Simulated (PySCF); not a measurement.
Ga(Br)(OH)(NH2) (BrGaH₃NO), SMILES [NH2][Ga]([OH])[Br].

Geometry optimised at B3LYP-D3(BJ)/def2-SVP. The structure was generated by enumeration; whether it is a known compound was not checked. The values are those of a single conformer.

These are IEF-PCM-B3LYP/def2-SVP (PySCF) values and carry that method's errors.

The values are the electrostatic part of the solvation free energy, E(continuum) − E(gas) at the gas-phase geometry, in a cavity of scaled van der Waals radii (PySCF's table); cavitation and dispersion terms are not included. A continuum can't describe solvent molecules that bind to the metal. In vacuum the orbital gap is 6.26 eV. The dipole moment in vacuum is 1.15 D.

Computed values in water (ε = 78.36), toluene (ε = 2.37), tetrahydrofuran (ε = 7.43):
```
solvent              ε  ΔG(elec) (kcal/mol)  dipole (D)  gap (eV)
---------------  -----  -------------------  ----------  --------
water            78.36                 -6.9        1.46      6.23
toluene           2.37                 -3.3        1.32      6.23
tetrahydrofuran   7.43                 -5.7        1.42      6.23
```
